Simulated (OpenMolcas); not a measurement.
**neutral phosphorus: Slater's ratio, worked from levels**

```yaml
Program: OpenMolcas 26.06
Basis: ANO-R1 [4s3p1d]
Scalar_Hamiltonian: X2C, finite nucleus
Active_space: 3 electrons in 3 orbitals (3p)
State_averaging: 2S+1 = 4 odd, 1 root; 2S+1 = 2 odd, 8 roots
Spin-orbit_coupling: state interaction with AMFI integrals over the reference wave functions, term energies averaged over their components
```

Methods: CASSCF; SS-CASPT2, IPEA 0.25 Eh, imaginary shift 0.1 Eh (closed shells correlated: 2s 2p 3s). Measured levels: NIST Handbook of Basic Atomic Spectroscopic Data.

**Slater's ratio.** With one set of orbitals, p3 has 2D* - 4S* = 9 F2 and 2P* - 2D* = 6 F2 (F2 = F²/25), a ratio of 2/3. Term energies are centres of gravity, weighted by 2J + 1.

```json
{"Source": "CASSCF", "2D* - 4S*": "15755", "2P* - 4S*": "26194", "F2 from the first": "1751", "Ratio": "0.663"}
{"Source": "SS-CASPT2", "2D* - 4S*": "14062", "2P* - 4S*": "22796", "F2 from the first": "1562", "Ratio": "0.621"}
{"Source": "measured", "2D* - 4S*": "11370", "2P* - 4S*": "18740", "F2 from the first": "1263", "Ratio": "0.648"}
```

Energies in cm-1. A ratio away from 2/3 shows effects beyond one configuration with one set of orbitals, and in heavier atoms second-order spin-orbit shifts.

Term energies are means over components that CASPT2 splits; among the terms shown or strongly mixed into the levels shown the widest spread is 180 cm-1 (3s2 3p3 2D*, SS-CASPT2). With the s shell closed, the reference lacks s² → p² mixing. Without dynamic correlation excited terms often stand tens of per cent too high (terms of higher spin than the ground term too low), and those without a measured partner can miss by more than the paired ones (holds for CASSCF). Some terms miss by over 15 % even with CASPT2, which points to a basis or an active space too small for the shells correlated (holds for SS-CASPT2). Measured partners are found by configuration, term and J. A level has none where our copy of the source lacks it or the pairing is in doubt (some pairs that miss far off the trend of their configuration count as doubtful), and it then counts in no deviation. Only configurations of the active space appear.

* marks odd parity.
